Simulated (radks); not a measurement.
Task: These are the eigenvalues of the occupied orbitals of an atom or ion with whole-number occupations (hartree). Method: scalar-relativistic Kohn-Sham, B86b exchange with PBE correlation, spin-polarised, spherical densities, finite nucleus; Fermi nuclear charge, rms radius of each element as measured or else 0.836 A^(1/3) + 0.57 fm; computed with a radial shooting solver on a logarithmic mesh with Libxc functionals.

orbital  eigenvalue
1s up     -460.8625
1s down   -460.8570
2s up     -60.26485
2s down   -60.25816
2p up     -53.15385
2p down   -53.14588
3s up      -9.03952
3s down    -9.02720
3p up      -6.81376
3p down    -6.79987
3d up      -3.13669
3d down    -3.11759
4p up      -1.17287
4d up      -0.54851

Which element is it, and in what charge state? The configuration may be excited. Open shells, if any, are filled with parallel spins first.

Result: Z = 34, selenium, charge +2: Se2+ in [Ar] 3d10 4p2 4d2. The list shows which subshells hold electrons but not how many an open one holds; the 1s level, -460.86 hartree, gives Z - s = 30.4 by -(Z - s)^2/2, which with screening and relativity narrows Z to a few neighbours, and the depths of the outer levels then fix element, charge and occupations together.
